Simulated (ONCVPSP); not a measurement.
## What one change does to a pseudopotential (aluminium, ONCV)

* Element: Al
* Generator: ONCVPSP 4.0.1
* Type: optimised norm-conserving Vanderbilt (ONCV)
* Functional: PBE
* Relativity: scalar-relativistic
* Frozen core: [He]
* Valence charge: 11
* Reference configuration: 2s2 2p6 3s2 3p1
* Partial waves: 2s+3s: rc 1.00 bohr, ncon 4, nbas 7, qcut 15.2 1/bohr, 2 projectors; 2p+3p: rc 1.15 bohr, ncon 3, nbas 6, qcut 12.7 1/bohr, 2 projectors
* Local potential: polynomial inside 0.75 bohr (lpopt 1, dvloc0 0 Ha)
* Core correction: none

All-electron outer shells of the reference configuration (PBE, scalar-relativistic, ld1.x):

| shell | level (eV) | outermost node (bohr) | outermost maximum (bohr) |
| --- | --- | --- | --- |
| 1s | -1511.14 | – | 0.08 |
| 2s | -108.17 | 0.16 | 0.50 |
| 2p | -69.64 | – | 0.43 |
| 3s | -7.75 | 0.80 | 2.09 |
| 3p | -2.71 | 0.82 | 2.64 |

Change: p: rc 1.38.

Cutoffs: the cutoffs (Ha) at which the residual kinetic energy of the hardest occupied pseudo-wave falls to 1 and 0.1 mHa per electron; they do not see the model core or the augmentation charge, which bear on the density cutoff. Errors are all-electron minus pseudo energies relative to the spin-unpolarised reference configuration.

Problem. What does the change do?

Solution. The potential gets neither clearly harder nor softer (61 Ha and 72 Ha → 55 Ha and 72 Ha); the s channel sets the loose cutoff, while the largest relative change is in p, which becomes softer; of the 3 tests that both files solve, the error grows in 1 and shrinks in 0 by more than 15 % and 0.3 meV (median size 0.3 → 0.3 meV); neither file shows a bound ghost.

| quantity | base | changed |
| --- | --- | --- |
| cutoff, loose | 61 Ha | 55 Ha |
| cutoff, tight | 72 Ha | 72 Ha |
| loose cutoff by channel | s 55 Ha, p 61 Ha | s 55 Ha, p 47 Ha |
| bound ghosts | none | none |
| GHOST(+) flags under 300 eV | none | none |
| tests with a reliable result | 3 of 4 | 3 of 4 |
| error for 2s2 2p6 3s2 3p0, meV [ΔE 5.76 eV] | +0.3 | +0.3 |
| error for 2s2 2p6 3s1 3p0, meV [ΔE 24.99 eV] | -0.4 | -1.6 |
| error for 2s2 2p6 3s2 3p0.5, meV [ΔE 2.09 eV] | 0.0 | 0.0 |
| s: phases at 1.02 bohr within 0.05 rad from the reference energy up to (Ha; the scan ends near 5) | to the end of the scan | to the end of the scan |
